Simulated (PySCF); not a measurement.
# How the method changes the shape and vibrations of BFH3NO

All numbers below are calculated, not measured. They come from PySCF 2.14.0, an open-source quantum chemistry program, on an isolated molecule that a program drew, which may never have been made. The molecule is BFH3NO (charge 0, singlet), drawn as the SMILES string `NB(O)F`.

The geometry was optimised and harmonic frequencies were computed with HF and MP2, all in the cc-pVDZ basis, for the commonest isotopes, with a restricted reference for singlets and an unrestricted one otherwise, and a frozen core in MP2. Each result is a local minimum of its method.

Geometry at the HF minimum:
```xyz
7
BFH3NO, angstrom
N    -0.6325    1.3233   -1.0238
B     0.6335    0.7509   -0.9017
O     1.3148    0.7657    0.2705
F     1.1989    0.1657   -1.9766
H    -1.0912    1.7673   -0.2584
H    -1.1410    1.3166   -1.8808
H     2.1586    0.3443    0.2095
```

Lengths of the bonds as drawn, in Å (atoms numbered as above):
| bond | HF | MP2 |
|---|---|---|
| N1-B2 | 1.395 | 1.406 |
| B2-O3 | 1.356 | 1.375 |
| B2-F4 | 1.348 | 1.366 |
| N1-H5 | 0.997 | 1.010 |
| N1-H6 | 0.997 | 1.010 |
| O3-H7 | 0.945 | 0.965 |

Rotational constants, in GHz:
| constant | HF | MP2 |
|---|---|---|
| A | 10.15 | 9.813 |
| B | 9.388 | 9.271 |
| C | 4.876 | 4.767 |

Harmonic frequencies in cm^-1, each column in rising order, so a row needn't be the same motion in every method:
```
rank,HF,MP2
1,325,245
2,402,380
3,462,429
4,477,450
5,579,?
6,721,669
7,898,857
8,978,908
9,1094,1043
10,1468,1407
11,1530,1467
12,1742,1631
13,3842,3680
14,3955,3805
15,4177,3898
```

**Estimate the missing MP2 frequency from the HF column.**

A single factor s that minimises the squared misfit of MP2 against s times HF over the other rows is sum(HF x MP2) / sum(HF^2) = 0.9493, with an rms misfit of 31 cm^-1. For rank 5 it gives 0.9493 x 579 = 550 cm^-1. The calculation gives 566 cm^-1, 16 cm^-1 above the estimate. The drawn bonds are on average 1.4 % longer in MP2 than in HF.
